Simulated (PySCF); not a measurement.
**Excitation energy of Ni²⁺ by level of theory**

Ni²⁺ [Ar] 3d8 (3F) → Ni²⁺ [Ar] 3d7 4p1 (high-spin determinant), as a difference of total energies. Calculation: PySCF 2.14, in aug-cc-pVTZ-DK; scalar relativity by spin-free X2C-1e. Correlated levels: valence: [Ar] frozen. The calculations carry no spin-orbit coupling.

```tsv
method	excitation energy (eV)
UHF	11.916
MP2 (valence)	13.745
SCS-MP2 (valence)	13.850
CCSD (valence)	13.405
CCSD(T) (valence)	13.466
```

How much does correlation contribute at CCSD(T) (valence)?

13.466 − (11.916) = 1.550 eV, measured against UHF.

The determinant of the upper state mixes LS terms, which raises its energy above the lowest term, most at the Hartree-Fock and MP2 levels.
